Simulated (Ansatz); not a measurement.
Start from `CCC(C)Br` and change one atom or group to get `CC[CH](C)[AlH2]`.

Ansatz, PBE0-D4/def2-TZVP geometries, multiplicity 1. Each molecule was computed in one conformer, which needn't be the lowest.

Scalar relativity is left out up to krypton.

| property | `CCC(C)Br` |
| --- | --- |
| size of the dipole moment (ωB97M-V/def2-TZVPP) / D | 2.24 |
| HOMO–LUMO gap (B3LYP/def2-TZVPP) / eV | 7.39 |
| LUMO energy (ωB97M-V/def2-TZVPP) / eV | 2.20 |
| LUMO energy (B3LYP/def2-TZVPP) / eV | -0.10 |
| size of the dipole moment (B3LYP/def2-TZVPP) / D | 2.24 |
| LUMO energy (PBE0/def2-TZVPP) / eV | 0.18 |

Problem. Give the same properties after the change, and the shifts. (An estimate is asked.)

Solution. The calculation gave: 
```json
{"property": "size of the dipole moment (ωB97M-V/def2-TZVPP) / D", "`CC[CH](C)[AlH2]`": "1.10", "shift": "-1.14"}
{"property": "HOMO–LUMO gap (B3LYP/def2-TZVPP) / eV", "`CC[CH](C)[AlH2]`": "5.50", "shift": "-1.89"}
{"property": "LUMO energy (ωB97M-V/def2-TZVPP) / eV", "`CC[CH](C)[AlH2]`": "0.39", "shift": "-1.81"}
{"property": "LUMO energy (B3LYP/def2-TZVPP) / eV", "`CC[CH](C)[AlH2]`": "-1.42", "shift": "-1.32"}
{"property": "size of the dipole moment (B3LYP/def2-TZVPP) / D", "`CC[CH](C)[AlH2]`": "1.09", "shift": "-1.15"}
{"property": "LUMO energy (PBE0/def2-TZVPP) / eV", "`CC[CH](C)[AlH2]`": "-1.22", "shift": "-1.40"}
```

With PBE0 the HOMO rises by 0.64 eV and the LUMO falls by 1.40 eV, so the gap narrows by about 2.04 eV. PBE moves the HOMO by 0.55 eV and ωB97M-V by 0.72 eV. Dipoles are sizes alone; their direction can turn.

B3LYP here is the variant with VWN-RPA as its local correlation; programs differ in this.

Spin–orbit coupling is left out; it splits and shifts lone-pair levels of the heavy atoms by tenths of an eV.
